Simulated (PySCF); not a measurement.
Compound: C8H8FP.
Z-matrix (Å and degrees, GFN2-xTB geometry), rows numbered from 1:
```
C 
C   1  1.4881
P   2  1.6737  1  130.63
C   3  1.8396  2  102.26  1    -2.41
C   4  1.3921  3  120.83  2   -68.77
C   5  1.3821  4  120.62  3  -177.82
C   6  1.3836  5  118.62  4     0.44
F   7  1.3500  6  118.98  5   179.98
C   7  1.3832  6  122.05  5     0.23
C   9  1.3825  7  118.64  6    -0.01
H   1  1.0908  2  109.75  3  -125.90
H   1  1.0874  2  112.11  3    -4.78
H   1  1.0917  2  110.06  3   116.40
H   2  1.0845  1  114.58  3   178.40
H   5  1.0807  4  119.52  3     2.25
H   6  1.0790  5  121.52  4  -179.66
H   9  1.0788  7  119.82  6   179.73
H  10  1.0808  4  119.53  3    -2.57
```

Probes without a nucleus sit at each ring's centroid and 1 Å off its mean plane on both sides; NICS is minus the shielding there, NICSzz its component along the normal. Level: GIAO PBE0/pcSseg-1 (PySCF, non-relativistic, gas phase) on the GFN2-xTB geometry, one conformer.

Ring bond lengths (Å), with Mayer bond orders in brackets: C4–C5 1.392 (1.39), C5–C6 1.382 (1.42), C6–C7 1.384 (1.42), C7–C9 1.383 (1.42), C9–C10 1.382 (1.42), C10–C4 1.391 (1.41).

Problem. What do the NICS probes read (ppm)?

Solution. 
| ring | type | NICS(0) | NICS(1), two faces | NICS(1)zz, two faces | rms pucker (Å) | centre to ring atoms, mean (Å) |
| --- | --- | --- | --- | --- | --- | --- |
| C4–C5–C6–C7–C9–C10 | 6-membered carbocycle; formal bonds all aromatic | -9.5 | -10.9 / -10.6 | -27.9 / -27.0 | 0.01 | 1.39 |

Problem. What do they say, and how far can they be read as aromaticity?

Solution. 
- C4–C5–C6–C7–C9–C10: mean NICS(1)zz -27.5 ppm, shielded. For a flat ring without four-coordinate atoms the NICS criterion counts such a value as aromatic.

Problem. And the bond-length index? Use HOMA with the parameters of Krygowski (1993).

Solution. 
- C4–C5–C6–C7–C9–C10: HOMA 0.99 = 1 − EN − GEO, with mean bond length 1.386 Å, EN = α(Ropt − mean)² = 0.001 and GEO = α × variance = 0.005. The geometric and the magnetic index point the same way.

Problem. What field does 11.7 T along the ring normal induce along that normal at the first NICS(1) probe listed for ring C4–C5–C6–C7–C9–C10, 1 Å off the ring?

Solution. NICSzz × B0 = -27.9 ppm × 11.7 T = -326 μT, against the applied field.

Problem. What are the shieldings of the ring atoms and their hydrogens in the same run (means over atoms taken as equivalent)?

Solution. 
```tsv
atoms	environment	σ isotropic (ppm)
C4	substituted aromatic carbon	43.0
C5 (×2)	aromatic CH carbon	46.8
C6 (×2)	aromatic CH carbon	65.6
C7	aromatic C–F carbon	13.6
H15 (×2)	aromatic hydrogen	24.07
H16 (×2)	aromatic hydrogen	24.30
```
